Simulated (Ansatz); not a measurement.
InF3. Total charge 0; singlet. Geometry PBE0-D4/def2-TZVP, basis def2-TZVP, Ansatz.

Cartesian coordinates in Å:
```
In 0.0000 0.0003 0.0005
F -1.5424 -1.0573 -0.4269
F 1.3905 0.2337 -1.3002
F 0.1519 0.8233 1.7266
```

```
run  HOMO (eV)  LUMO (eV)
  A     -10.73      -3.79
  B      -9.18      -4.36
  C     -12.72      -2.50
  D     -13.97      -1.01
  E     -11.48      -3.28
  F      -9.62      -4.13
```

In the def2 sets In takes a core potential; there is no spin–orbit coupling. LC-ωPBE has ω = 0.4 bohr⁻¹. HSE06 is defined as in plane-wave codes, on full-range PBE exchange.

Task: The runs used CAM-B3LYP, HSE06, LC-ωPBE, PBE, r2SCAN, r2SCAN0. Estimate which is which.

Result: A HSE06 (range-separated); B PBE (0 % exact exchange); C CAM-B3LYP (range-separated); D LC-ωPBE (range-separated); E r2SCAN0 (25 % exact exchange); F r2SCAN (0 % exact exchange). Exact exchange lowers occupied and raises empty levels; among semilocal functionals meta-GGAs tend to open the gap a little, and such runs are hard to tell apart. The gap grows from 4.82 eV (PBE) to 12.96 eV (LC-ωPBE).
